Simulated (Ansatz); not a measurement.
A nudged elastic band was laid between two geometries of F2H2O2Si (7 atoms, charge 0, multiplicity 1).

The calculation used RKS PBE-D4/6-31G* (Ansatz).

```json
{"movable images": "5", "climbing image": "yes", "spring": "2.0 to 10.0 eV/Å², energy-weighted", "optimiser": "quadratic models (default)", "start path": "through a guess of the saddle point", "force threshold": "0.05 eV/Å", "iteration limit": "60", "end points": "relaxed"}
```

First end point:

```xyz
7
Properties=species:S:1:pos:R:3
O -1.154 0.419 0.918
Si -0.011 -0.017 -0.177
O 1.359 -0.358 0.663
F -0.438 -1.303 -1.050
F 0.191 1.173 -1.245
H -1.804 1.066 0.587
H 1.918 -1.047 0.259
```

Last end point:

```xyz
7
Properties=species:S:1:pos:R:3
O -1.394 0.647 0.407
Si -0.102 -0.004 -0.368
O 1.047 -0.340 0.768
F -0.530 -1.322 -1.181
F 0.445 1.011 -1.487
H -1.279 0.677 1.376
H 1.875 -0.737 0.438
```

(1) What changes between the two ends?

(2) What energy profile does the band end with?

(3) What is the geometry of the highest image?

Results:

(1) No bond is made or broken. The dihedral H6–O1–Si2–O3 goes from 149 to -3°.

(2) It converged. The highest image is number 4 of 0 to 6, 0.018 eV above the first end and 0.029 eV above the last; the last end lies 0.011 eV below the first. Beside the main top the profile has a ripple of under 15 meV (maxima at images 1, 4), which may be a very shallow well or noise. Another band between the same ends (5 images) ends at a top of the same energy, where a vibrational analysis finds 1 clearly imaginary mode.

```
image  path coordinate (Å)  energy (eV)  dihedral H6–O1–Si2–O3 (°)
    0                 0.00        0.000                        149
    1                 0.42        0.012                        175
    2                 0.83        0.003                       -161
    3                 1.30        0.010                       -120
    4                 1.61        0.018                        -95
    5                 1.98        0.007                        -67
    6                 2.69       -0.011                         -3
```

(3) 
```xyz
7
Properties=species:S:1:pos:R:3
O -1.104 0.912 0.637
Si -0.010 0.068 -0.248
O 1.222 -0.432 0.723
F -0.719 -1.191 -0.964
F 0.546 1.015 -1.419
H -1.858 0.387 0.964
H 1.984 -0.828 0.261
```

Time of the run: 2.1 min on 1 thread of Intel(R) Xeon(R) Processor @ 2.70GHz, on a shared host, peak memory 0.15 GiB.
